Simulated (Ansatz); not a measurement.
Isomers of C4H3N. Isolated molecules, 0 K electronic values unless said otherwise. Strings in code marks are SMILES.

Quantity: electronic energy of isomers of C4H3N relative to `CC#CC#N`, in kcal/mol. The restricted reference of `N=c1c2c1C2`, `CC#CC#N`, `N#CC1=CC1` and `C=C=C=C=N` is unstable towards unrestricted orbitals.

A: `N=c1c2c1C2`
B: `C#CC=C=N`
C: `C=C=C=C=N`
D: `C#CCC#N`
E: `N#CC1=CC1`

Task: Order them by electronic energy of isomers of C4H3N relative to `CC#CC#N` (lowest first) at the level frozen-core MP2/cc-pVTZ // B3LYP-D3(BJ)/def2-TZVP (Ansatz, a program for electronic structure).

Result: D (9.38 kcal/mol), E (25.3 kcal/mol), B (32.8 kcal/mol), C (38.7 kcal/mol), A (80.2 kcal/mol)
